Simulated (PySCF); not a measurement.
Isomers of C4H4ClNOS, one GFN2-xTB conformer each. Single-point energies are computed at PBE0/pcSseg-1 (PySCF, gas phase, no added dispersion term), electronic only.

Question: Rank them by PBE0/pcSseg-1 energy, lowest first (kcal/mol).
A. `[CH3:1][O:2][c:3]1[cH:4][n:5][c:6]([Cl:7])[s:8]1` with C1–O2–C3–C4 180°
B. `[CH3:1][O:2][c:3]1[cH:4][c:5]([Cl:6])[s:7][n:8]1` with C1–O2–C3–C4 180°

Answer: B (0.0), A (6.2).

GFN2-xTB itself gives, in the same order: 0.0, 2.7. Both levels put the same isomer lowest.

Which frontier levels, dipoles and rotational constants go with these structures?

```
       SMILES  HOMO (eV, PBE0/pcSseg-1)  LUMO (eV)  dipole (D)       A, B, C (MHz)
COc1cc(Cl)sn1                     -7.01      -0.99        1.04  3958, 843.2, 698.1
COc1cnc(Cl)s1                     -6.48      -0.75        3.86  4189, 875.1, 727.2
```
